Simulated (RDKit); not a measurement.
RDKit input (MMFF94):

```python
from rdkit import Chem
from rdkit.Chem import AllChem, rdDetermineBonds

mol = Chem.MolFromXYZFile('mol.xyz')
rdDetermineBonds.DetermineBonds(mol, charge=-1)
print('SMILES', Chem.MolToSmiles(Chem.RemoveHs(mol)))
ff = AllChem.MMFFGetMoleculeForceField(mol, AllChem.MMFFGetMoleculeProperties(mol))
e0 = ff.CalcEnergy()
flag = ff.Minimize(maxIts=5000, forceTol=1e-5)
print(f'energy {e0:.4f} -> {ff.CalcEnergy():.4f} kcal/mol, converged: {flag == 0}')
print(Chem.MolToXYZBlock(mol))
```
mol.xyz:
```
5

F      1.61414200    -0.75939700    -0.00912200
C      0.70663300     0.38027100    -0.03316300
C     -0.52663400    -0.12917800     0.01840300
F     -1.63954400     0.72176300     0.01129500
H     -0.85137100    -1.16785500     0.06900200
```

Output:

```
SMILES F/[C-]=C/F
energy 58.2514 -> 0.5506 kcal/mol, converged: True
5

F      1.970415   -0.324847   -0.156796
C      0.633461   -0.270267   -0.043631
C     -0.653674   -0.222425    0.066351
F     -1.346555    0.915360   -0.118550
H     -1.300421   -1.052217    0.309040
```

The dipole moment of an ion depends on the origin.

The geometry given is a B3LYP-D3(BJ)/def2-TZVP minimum.
